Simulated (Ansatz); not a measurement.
A set of 12 reactions (atomization), with CCSD(T)/CBS values in kJ/mol:

| reaction | ΔE |
| --- | --- |
| `C[Te][SiH](N)F` → C• + F• + 6 H• + N• + Si• + Te• | 3874.4 |
| `O[SiH]1[SiH2]CS1` → C• + 6 H• + O• + S• + 2 Si• | 3856.9 |
| `[SnH3]/[CH]=[C]1\[CH2][AlH]1` → Al• + 3 C• + 7 H• + Sn• | 3941.8 |
| `O=C=N[SiH2]`• → C• + 2 H• + N• + O• + Si• | 2368.3 |
| `[CH3][AlH][CH2]Br` → Al• + Br• + 2 C• + 6 H• | 3313.1 |
| `CCC(O)Cl` → 3 C• + Cl• + 7 H• + O• | 4563.8 |
| `OC#CC[SiH3]` → 3 C• + 6 H• + O• + Si• | 4206.5 |
| `F[CH2][InH][F]` → C• + 2 F• + 3 H• + In• | 2190.1 |
| `C[B](C)[AlH2]` → Al• + B• + 2 C• + 8 H• | 4123.9 |
| `N=[C]1O[SiH2][SnH2]1` → C• + 5 H• + N• + O• + Si• + Sn• | 3342.3 |
| `BN(B)CC` → 2 B• + 2 C• + 9 H• + N• | 5337.2 |
| `CO[Si](S)(Cl)OC` → 2 C• + Cl• + 7 H• + 2 O• + S• + Si• | 5344.6 |

Calculated with Ansatz (gas phase, PBE0-D4/def2-TZVP geometries, no zero-point term in ΔE). CBS: MP2 limit from def2 TZ/QZ plus the TZ coupled-cluster correction, frozen cores. This one scheme is used for every species, atoms too. DFT in def2-TZVPP. No spin–orbit coupling; open shells (•) take unrestricted orbitals. Spin–orbit coupling would lower the free atoms: a little for Al, B, C, Cl, F, O, S, Si; clearly for Br; strongly for In, Sn, Te. Elements past krypton have def2 core potentials. Bonds to Br, In, Sn, Te are less sure, by a few kJ/mol each and by 10 to 20 or more in all where they break to atoms, as the def2 sets lack core-valence functions. Scalar relativity is left out up to krypton. Each species was taken in one conformer, which may not be the lowest.

Q: Give the mean, mean absolute and largest difference (level minus CCSD(T)/CBS, kJ/mol) for: r2SCAN-D4, PBE0-D4, ωB97M-V, B2PLYP, PBE, r2SCAN, PBE0, HF/def2-TZVPP, MP2/def2-TZVPP, HF/def2-QZVPP, MP2/def2-QZVPP, SCS-MP2/def2-QZVPP, MP2/CBS(def2), CCSD/CBS(def2). (Best estimate.)

A: Computed: 
```csv
level,mean,mean absolute,largest
r2SCAN-D4,9.8,17.7,48.4
PBE0-D4,1.1,23.5,46.7
ωB97M-V,8.0,15.6,46.6
B2PLYP,-48.4,50.2,-87.6
PBE,46.5,46.5,126.5
r2SCAN,4.1,15.3,45.8
PBE0,-18.8,29.5,-66.0
HF/def2-TZVPP,-1071.8,1071.8,-1485.8
MP2/def2-TZVPP,-46.5,49.2,-74.3
HF/def2-QZVPP,-1065.7,1065.7,-1476.7
MP2/def2-QZVPP,16.3,22.4,64.0
SCS-MP2/def2-QZVPP,6.7,13.1,45.8
MP2/CBS(def2),59.3,59.3,117.5
CCSD/CBS(def2),-60.6,60.6,-84.6
```

The largest T1 diagnostic in the set is 0.018, for Al• (customary mark 0.045).

CCSD(T)/CBS is a level of theory with its own doubt, and the functionals carry their triple-zeta basis error, so these figures describe this set and don't rank the functionals.
